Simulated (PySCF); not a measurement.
CH5BO3Si, SMILES B([SiH2]C=O)(O)O, GFN2-xTB optimised geometry.

```
11

O      2.26    -0.10     0.00
C      1.62    -1.13     0.00
Si    -0.31    -1.13     0.00
B     -0.79     0.79     0.00
O     -2.10     1.14     0.00
O      0.13     1.77     0.00
H      2.18    -2.09     0.00
H     -0.63    -1.97     1.17
H     -0.63    -1.97    -1.17
H     -2.26     2.09     0.00
H      1.05     1.48    -0.01
```

Density from CAM-B3LYP/def2-TZVP in PySCF at that geometry.

Minimum of the electron density along straight lines between bonded atoms, close to the bond critical point (lines longer than 1.1 times the sum of covalent radii, or with two minima, are not listed):

```
bond    length / Å  ρ at the minimum / e bohr⁻³  ∇²ρ there / e bohr⁻⁵  position (fraction from the first atom)
------  ----------  ---------------------------  --------------------  ---------------------------------------
O1–C2        1.213                        0.415                 -0.07                                     0.67
C2–Si3       1.935                        0.112                  0.15                                     0.62
Si3–B4       1.981                        0.122                 -0.07                                     0.39
B4–O5        1.353                        0.215                  0.96                                     0.33
B4–O6        1.353                        0.215                  0.92                                     0.33
C2–H7        1.109                        0.279                 -0.99                                     0.65
Si3–H8       1.472                        0.122                  0.17                                     0.49
Si3–H9       1.472                        0.122                  0.17                                     0.49
O5–H10       0.960                        0.357                 -2.46                                     0.81
O6–H11       0.966                        0.348                 -2.44                                     0.82
```
